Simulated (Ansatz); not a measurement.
Harmonic vibrations of `C#[C][Sn]([Cl])([Cl])[Cl]` by finite differences.

```yaml
crystal:
  periodic: [false, false, false]
  atoms:
    - {symbol: C, position_ang: [1.625815, -1.402648, 0.627789]}
    - {symbol: C, position_ang: [0.751747, -0.648785, 0.285534]}
    - {symbol: Sn, position_ang: [-0.735758, 0.631918, -0.298358]}
    - {symbol: Cl, position_ang: [-2.546416, -0.531824, -1.090275]}
    - {symbol: Cl, position_ang: [-0.000872, 2.027712, -1.963156]}
    - {symbol: Cl, position_ang: [-1.433653, 1.926226, 1.461625]}
    - {symbol: H, position_ang: [2.400434, -2.070600, 0.931140]}
basis:
  gaussian: {orbitals: def2-TZVP}
hamiltonian: {xc: pbe0, dispersion: d4}
phonons: {temperatures: {t_min: 298.15, t_max: 900, t_step: 200}}
```

```sh
$ ansatz run in.yaml --threads 4 --pin off --events-out ev --progress --plain
```

It prints (some lines left out):

```
Functional definition: PBE0
mean field -45478.61528764 eV, -1671.3082853082 hartree, gradient 4.9e-5 eV, S^2 0.000000; 0 other end points of the search recorded, 0 dependent functions left out
mean field -45478.61506595 eV, -1671.3082771611 hartree, gradient 2.7e-6 eV, S^2 0.000000; 0 other end points of the search recorded, 0 dependent functions left out
mean field -45478.61501091 eV, -1671.3082751387 hartree, gradient 2.6e-6 eV, S^2 0.000000; 0 other end points of the search recorded, 0 dependent functions left out
mean field -45478.61507567 eV, -1671.3082775183 hartree, gradient 2.6e-6 eV, S^2 0.000000; 0 other end points of the search recorded, 0 dependent functions left out
mean field -45478.61512062 eV, -1671.3082791703 hartree, gradient 2.7e-6 eV, S^2 0.000000; 0 other end points of the search recorded, 0 dependent functions left out
mean field -45478.61524676 eV, -1671.3082838057 hartree, gradient 2.7e-6 eV, S^2 0.000000; 0 other end points of the search recorded, 0 dependent functions left out
mean field -45478.61522469 eV, -1671.3082829949 hartree, gradient 2.7e-6 eV, S^2 0.000000; 0 other end points of the search recorded, 0 dependent functions left out
mean field -45478.61511318 eV, -1671.3082788969 hartree, gradient 2.7e-6 eV, S^2 0.000000; 0 other end points of the search recorded, 0 dependent functions left out
mean field -45478.61504435 eV, -1671.3082763675 hartree, gradient 2.7e-6 eV, S^2 0.000000; 0 other end points of the search recorded, 0 dependent functions left out
mean field -45478.61509881 eV, -1671.3082783687 hartree, gradient 2.7e-6 eV, S^2 0.000000; 0 other end points of the search recorded, 0 dependent functions left out
mean field -45478.61516103 eV, -1671.3082806552 hartree, gradient 2.6e-6 eV, S^2 0.000000; 0 other end points of the search recorded, 0 dependent functions left out
mean field -45478.61526082 eV, -1671.3082843227 hartree, gradient 2.7e-6 eV, S^2 0.000000; 0 other end points of the search recorded, 0 dependent functions left out
mean field -45478.61523428 eV, -1671.3082833472 hartree, gradient 2.7e-6 eV, S^2 0.000000; 0 other end points of the search recorded, 0 dependent functions left out
mean field -45478.61520373 eV, -1671.3082822245 hartree, gradient 2.7e-6 eV, S^2 0.000000; 0 other end points of the search recorded, 0 dependent functions left out
mean field -45478.61522520 eV, -1671.3082830137 hartree, gradient 2.7e-6 eV, S^2 0.000000; 0 other end points of the search recorded, 0 dependent functions left out
mean field -45478.61522454 eV, -1671.3082829893 hartree, gradient 2.6e-6 eV, S^2 0.000000; 0 other end points of the search recorded, 0 dependent functions left out
mean field -45478.61520752 eV, -1671.3082823637 hartree, gradient 2.7e-6 eV, S^2 0.000000; 0 other end points of the search recorded, 0 dependent functions left out
mean field -45478.61521512 eV, -1671.3082826430 hartree, gradient 2.7e-6 eV, S^2 0.000000; 0 other end points of the search recorded, 0 dependent functions left out
mean field -45478.61522415 eV, -1671.3082829749 hartree, gradient 2.6e-6 eV, S^2 0.000000; 0 other end points of the search recorded, 0 dependent functions left out
mean field -45478.61519918 eV, -1671.3082820573 hartree, gradient 2.7e-6 eV, S^2 0.000000; 0 other end points of the search recorded, 0 dependent functions left out
mean field -45478.61531240 eV, -1671.3082862179 hartree, gradient 2.7e-6 eV, S^2 0.000000; 0 other end points of the search recorded, 0 dependent functions left out
mean field -45478.61523874 eV, -1671.3082835112 hartree, gradient 2.7e-6 eV, S^2 0.000000; 0 other end points of the search recorded, 0 dependent functions left out
mean field -45478.61530782 eV, -1671.3082860497 hartree, gradient 2.7e-6 eV, S^2 0.000000; 0 other end points of the search recorded, 0 dependent functions left out
mean field -45478.61525498 eV, -1671.3082841079 hartree, gradient 2.7e-6 eV, S^2 0.000000; 0 other end points of the search recorded, 0 dependent functions left out
mean field -45478.61530415 eV, -1671.3082859150 hartree, gradient 2.7e-6 eV, S^2 0.000000; 0 other end points of the search recorded, 0 dependent functions left out
mean field -45478.61530232 eV, -1671.3082858478 hartree, gradient 2.7e-6 eV, S^2 0.000000; 0 other end points of the search recorded, 0 dependent functions left out
mean field -45478.61525867 eV, -1671.3082842434 hartree, gradient 2.6e-6 eV, S^2 0.000000; 0 other end points of the search recorded, 0 dependent functions left out
mean field -45478.61531151 eV, -1671.3082861854 hartree, gradient 2.6e-6 eV, S^2 0.000000; 0 other end points of the search recorded, 0 dependent functions left out
mean field -45478.61522388 eV, -1671.3082829649 hartree, gradient 2.7e-6 eV, S^2 0.000000; 0 other end points of the search recorded, 0 dependent functions left out
mean field -45478.61520876 eV, -1671.3082824095 hartree, gradient 2.6e-6 eV, S^2 0.000000; 0 other end points of the search recorded, 0 dependent functions left out
mean field -45478.61531208 eV, -1671.3082862062 hartree, gradient 2.7e-6 eV, S^2 0.000000; 0 other end points of the search recorded, 0 dependent functions left out
mean field -45478.61525907 eV, -1671.3082842583 hartree, gradient 2.7e-6 eV, S^2 0.000000; 0 other end points of the search recorded, 0 dependent functions left out
mean field -45478.61530247 eV, -1671.3082858533 hartree, gradient 2.7e-6 eV, S^2 0.000000; 0 other end points of the search recorded, 0 dependent functions left out
mean field -45478.61531018 eV, -1671.3082861364 hartree, gradient 2.7e-6 eV, S^2 0.000000; 0 other end points of the search recorded, 0 dependent functions left out
mean field -45478.61523009 eV, -1671.3082831934 hartree, gradient 2.6e-6 eV, S^2 0.000000; 0 other end points of the search recorded, 0 dependent functions left out
mean field -45478.61531184 eV, -1671.3082861976 hartree, gradient 2.7e-6 eV, S^2 0.000000; 0 other end points of the search recorded, 0 dependent functions left out
mean field -45478.61520355 eV, -1671.3082822178 hartree, gradient 2.6e-6 eV, S^2 0.000000; 0 other end points of the search recorded, 0 dependent functions left out
mean field -45478.61522518 eV, -1671.3082830129 hartree, gradient 2.7e-6 eV, S^2 0.000000; 0 other end points of the search recorded, 0 dependent functions left out
mean field -45478.61521460 eV, -1671.3082826240 hartree, gradient 2.7e-6 eV, S^2 0.000000; 0 other end points of the search recorded, 0 dependent functions left out
mean field -45478.61523173 eV, -1671.3082832535 hartree, gradient 2.7e-6 eV, S^2 0.000000; 0 other end points of the search recorded, 0 dependent functions left out
mean field -45478.61524025 eV, -1671.3082835665 hartree, gradient 2.7e-6 eV, S^2 0.000000; 0 other end points of the search recorded, 0 dependent functions left out
mean field -45478.61527535 eV, -1671.3082848566 hartree, gradient 2.7e-6 eV, S^2 0.000000; 0 other end points of the search recorded, 0 dependent functions left out
mean field -45478.61527071 eV, -1671.3082846862 hartree, gradient 2.6e-6 eV, S^2 0.000000; 0 other end points of the search recorded, 0 dependent functions left out
Total energy: -45478.86045006 eV, -1671.3172948609 hartree
Atom 0 at     1.625815    -1.402648     0.627789 Å, force     0.000088     0.000361     0.000193 eV/Å
Atom 1 at     0.751747    -0.648785     0.285534 Å, force     0.000532    -0.000981     0.000015 eV/Å
Atom 2 at    -0.735758     0.631918    -0.298358 Å, force    -0.000583     0.000203    -0.000345 eV/Å
Atom 3 at    -2.546416    -0.531824    -1.090275 Å, force     0.000027     0.000247     0.000047 eV/Å
Atom 4 at    -0.000872     2.027712    -1.963156 Å, force    -0.000000     0.000037    -0.000002 eV/Å
Atom 5 at    -1.433653     1.926226     1.461625 Å, force     0.000233    -0.000214     0.000069 eV/Å
Atom 6 at     2.400434    -2.070600     0.931140 Å, force    -0.000297     0.000348     0.000024 eV/Å
Dipole moment:     0.387420    -0.333680     0.151998 e Å
Vibrations: 75.73 75.79 110.74 110.77 126.61 255.42 255.47 375.65 399.02 399.09 481.00 743.53 743.62 2162.06 3460.17 cm⁻¹, zero-point energy 0.605952 eV
```

Hardware: 4 threads of a server CPU on a shared host. Wall time 3.1 min, peak host memory 0.91 GiB.
